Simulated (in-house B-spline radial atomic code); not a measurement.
Ionising Ce30+ with different functionals

Computed with a B-spline radial code for spherical atoms: scalar-relativistic (spin-free X2C) Hamiltonian, Fermi nucleus of rms radius 4.8771 fm, spin-polarised at highest spin, spherical fractional occupations for the functionals, the average over the highest-spin determinants for Hartree-Fock. The ionisation energy is the difference of two self-consistent energies, [Ar] 3d10 → [Ar] 3d9, without Breit or QED terms; ε is the level of the shell that loses the electron (its least bound occupied spin orbital). There is no spin-orbit coupling in this Hamiltonian.

Hybrids are left out here: with spherical fractional occupations of an open shell their exact exchange keeps a self-interaction that integer-occupation calculations don't have.

```
           method          rung  ΔSCF (eV)  -ε(3d) (eV)
     Hartree-Fock  Hartree-Fock    1916.98      1920.89
LDA exchange-only           LDA    1911.96      1867.82
              PBE           GGA    1915.25      1871.11
             AM05           GGA    1914.97      1870.80
          revTPSS      meta-GGA    1915.04      1871.02
```

Question: How do they compare with the NIST value?

Answer: NIST lists 1908 eV ± 4 (tabulated theory, ground level to ground level). Errors run from +3.96 to +8.98 eV. The correlated functionals all miss on the same side by more than they spread, so the cause is common to them (spin-orbit coupling, Breit-QED terms, multiplet and fine-structure energies, or a listed next ion that isn't the cheapest removal here) and closeness doesn't rank the functionals. Hartree-Fock also lacks correlation.
